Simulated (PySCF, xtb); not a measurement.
C₃H₆O, SMILES CC(=C)O. One conformer was computed; it need not be the lowest.

Harmonic wavenumbers (cm⁻¹) from GFN2-xTB run with xtb at its own minimum, in rising order: 94, 385, 449, 456, 511, 711, 827, 892, 967, 1011, 1042, 1171, 1298, 1391, 1421, 1458, 1474, 1737, 3018, 3031, 3069, 3102, 3165, 3527.

Q: What does PBE-D3(BJ)/def2-SVP in PySCF give at its own minimum? (The exact figures need the calculation; the answer reports its results.)

A: 175, 401, 461, 467, 496, 700, 750, 858, 942, 979, 1020, 1168, 1315, 1356, 1391, 1392, 1409, 1686, 2974, 3046, 3084, 3104, 3194, 3688. Paired by order, the mean absolute difference is 36 cm⁻¹ and the zero-point energies are 51.8 and 51.5 kcal/mol.
